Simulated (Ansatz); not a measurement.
Stepwise reaction of `O[SiH](S)S` with hydrogen, as a gas-phase model of exchange steps in deposition or etching. ΔE in kJ/mol; ΔG adds harmonic PBE0-D4 terms to CCSD(T)/CBS, at 1 bar.

Program: Ansatz. Geometries: PBE0-D4/def2-TZVP. ΔE: electronic, gas phase. CCSD(T)/CBS adds triple-zeta CCSD(T) − MP2 to the extrapolated MP2 energy (def2 sets, frozen cores). This one scheme is used for every species. DFT in def2-TZVPP. B3LYP here is the variant with VWN-RPA as its local correlation; programs differ in this. One conformer a species, not always the lowest.

| step | reaction | PBE-D4 | B3LYP-D4 | ωB97M-V | CCSD(T)/CBS | ΔG(500 K) |
| --- | --- | --- | --- | --- | --- | --- |
| 1 | `O[SiH](S)S` + H₂ → `O[SiH2]S` + H₂S | 51.0 | 43.6 | 43.8 | 45.0 | 35.9 |

(1) Give the row of step 2, `O[SiH2]S` + H₂ → `O[SiH3]` + H₂S. (An estimate is asked.)

(2) By hand: ΔE of the 2 steps together at CCSD(T)/CBS.

Results:

(1) Ansatz gave: 
| step | reaction | PBE-D4 | B3LYP-D4 | ωB97M-V | CCSD(T)/CBS | ΔG(500 K) |
| --- | --- | --- | --- | --- | --- | --- |
| 2 | `O[SiH2]S` + H₂ → `O[SiH3]` + H₂S | 58.4 | 50.2 | 51.5 | 52.0 | 40.3 |

(2) (45.0) + (52.0) = 97.0 kJ/mol, or 48.5 kJ/mol a step.

In ΔE each step is higher than the one before. All are uphill at CCSD(T)/CBS. ΔG lies between 35.9 and 40.3 kJ/mol a step. PBE-D4 differs from CCSD(T)/CBS by 6.0 to 6.4 kJ/mol a step. Isolated molecules leave out the surface, adducts and barriers. Largest T1 diagnostic: 0.012.
